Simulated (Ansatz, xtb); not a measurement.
Isomers of AlBH4N2 in order of energy

4 gas-phase structures of AlBH4N2, found in a search over its isomers (lower ones may exist). Each was relaxed with GFN2-xTB:

A. a singlet given by its coordinates
B. `N=B[NH][AlH2]`, a singlet
C. `B=[N][AlH][NH2]`, a singlet
D. a singlet given by its coordinates

A (Å):

```yaml
atoms:
  - { symbol: Al, position_ang: [-0.8983, -0.7685, -0.8820] }
  - { symbol: B, position_ang: [-1.4576, 0.4458, 0.8957] }
  - { symbol: N, position_ang: [-0.7784, 0.9314, -0.2872] }
  - { symbol: N, position_ang: [-1.7063, -0.9691, 0.7202] }
  - { symbol: H, position_ang: [-1.7536, 1.0840, 1.8276] }
  - { symbol: H, position_ang: [-0.4929, 1.8888, -0.4127] }
  - { symbol: H, position_ang: [-0.5183, -1.5988, -2.0978] }
  - { symbol: H, position_ang: [-2.1660, -1.5449, 1.4068] }
```

Close contacts (Å): Al1–B2 2.22, Al1–N3 1.80, Al1–N4 1.81, B2–N3 1.45, B2–N4 1.45, Al1–H7 1.52, B2–H5 1.17, N3–H6 1.01, N4–H8 1.01.

D (Å):

```
atom    x (Å)    y (Å)    z (Å)
  Al  -2.0787  -1.6234   1.4505
   B  -0.8860   0.5273  -0.3416
   N  -1.3865  -0.3784   0.4128
   N  -0.3521   1.4993  -1.1477
   H  -0.3413   1.4368  -2.1489
   H   0.0603   2.3407  -0.7880
   H  -1.1899  -2.5481   2.3127
   H  -3.6056  -1.8438   1.5471
```

Close contacts (Å): Al1–N3 1.76, B2–N3 1.28, B2–N4 1.37, Al1–H7 1.55, Al1–H8 1.55, N4–H5 1.00, N4–H6 1.00.

Question: Estimate their order in r2SCAN-D4/def2-SVP energy at these geometries, lowest first.

Answer: Calculated order at r2SCAN-D4/def2-SVP: A (0.0), C (15.3), D (20.6), B (28.4) kcal/mol.

Energies above the lowest of each column, in kcal/mol; the last columns are at B3LYP/6-31G* geometries and were run for some of them only (a dash: not run or not comparable):

```csv
structure,GFN2-xTB,HF/STO-3G,r2SCAN-D4/def2-SVP,B3LYP/6-31G*,CCSD(T)/def2-TZVP
A,0.0,0.0,0.0,0.0,0.0
C,3.9,17.1,15.3,9.7,11.5
D,4.1,31.8,20.6,14.9,21.4
B,13.0,36.2,28.4,–,–
```

Every level run on A puts it lowest or level with the lowest. Flexible structures stand in one conformer each, not always the lowest. Frequencies (B3LYP/6-31G*) were run for A, C, D alone.

Over these structures GFN2-xTB departs from r2SCAN-D4/def2-SVP by 5.4 kcal/mol on average once a common shift is removed. A GFN2-xTB relaxation took about 0.64 s and the r2SCAN-D4/def2-SVP energy about 4.4 s on a shared host (Ansatz 0.2.0, xtb 6.7.1 (Pople sets with spherical d functions)).
